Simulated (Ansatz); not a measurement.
Species: H$_{2}$AlF, SMILES `[F][AlH2]` (charge 0, multiplicity 1).

Give a relaxed geometry from PBE0-D3(BJ)/def2-TZVP run with Ansatz (a quantum-chemistry and plane-wave program).

the end point of this relaxation (outside a Z-matrix the atoms follow the SMILES, hydrogens last).
Cartesian coordinates (Å) in one orientation:
```xyz
4

F      1.451    -0.438     0.486
Al    -0.050     0.015    -0.028
H     -0.954    -1.105    -0.669
H     -0.447     1.527     0.169
```
